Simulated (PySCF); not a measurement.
A structure optimised at r2SCAN-D4/def2-SVP, used in a PySCF frequency run:

```xyz
9

C     -1.6851    -1.0687     0.0000
C     -0.1978    -1.0713     0.0000
Cl     0.5215    -2.6714     0.0000
C      0.6505    -0.0318     0.0000
Br     0.0857     1.7669     0.0000
H     -2.0667    -1.5999     0.8869
H     -2.0722    -0.0413     0.0000
H     -2.0667    -1.5999    -0.8869
H      1.7345    -0.1557     0.0000
```

Q: Write its SMILES, formula and point group.

A: C/C(Cl)=C\Br, C3H4BrCl, Cs

Q: What are its rotational constants (standard atomic weights)?

A: 7.5332, 0.94465, 0.84383 GHz
